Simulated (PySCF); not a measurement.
## CaO⁺: one state, many levels of theory

State: ²Π (doublet), unpaired electrons π ↑. Set-up: PySCF, no relativity, basis sets Ca 6-31G(d,p), O 6-31G(d,p). De refers to Ca⁺ + O in their high-spin ground configurations, without counterpoise correction. The functionals are run spin-unrestricted. A positive dipole points towards O; it is taken about the centre of mass and depends on that origin.

```csv
Level,Re (Å),ωe (cm⁻¹),De (eV),μ (D)
UHF,2.022,645,1.42,-9.44
UHF-MP2,2.023,621,2.82,n/a
UHF-SCS-MP2,2.027,619,2.78,n/a
UHF-CCSD,2.029,617,2.66,n/a
UHF-CCSD(T),2.030,612,2.74,n/a
PBE,1.976,641,4.19,-7.21
revPBE,1.987,629,4.02,-7.29
BLYP,1.989,631,4.06,-7.24
r²SCAN,1.977,657,4.03,-7.66
PBE0,1.972,660,3.67,-7.81
M06-2X,1.986,656,3.46,-8.32
ωB97X,1.979,661,3.96,-8.19
```

Question: Which functional lies closest to UHF-CCSD(T) in De, which farthest, and by how much do they differ from it?

Answer: Closest is M06-2X (-4.4 pm in Re, +7.2 % in ωe, +0.72 eV in De against UHF-CCSD(T) in the same basis), farthest PBE (-5.4 pm in Re, +4.7 % in ωe, +1.45 eV in De). CCSD(T) converges more slowly with the basis than the functionals do and binds too weakly in this one, so the order can change at the basis-set limit.

Correlated steps freeze 6 core orbitals. Correlated levels converge slowly with the basis: in double zeta they bind strong bonds too weakly, by up to about 1 eV, and carry superposition errors of some tenths. For an ion De counts to the pair picked by the measured ionisation energies or electron affinities, which need not be the lowest pair at this level. The state was picked by a PBE0 search and need not be the measured ground state.

The whole job (state search and all levels along the bond) took about 2.1 min on 1 thread of Arm Neoverse V1 (shared host), peak memory 0.54 GiB.
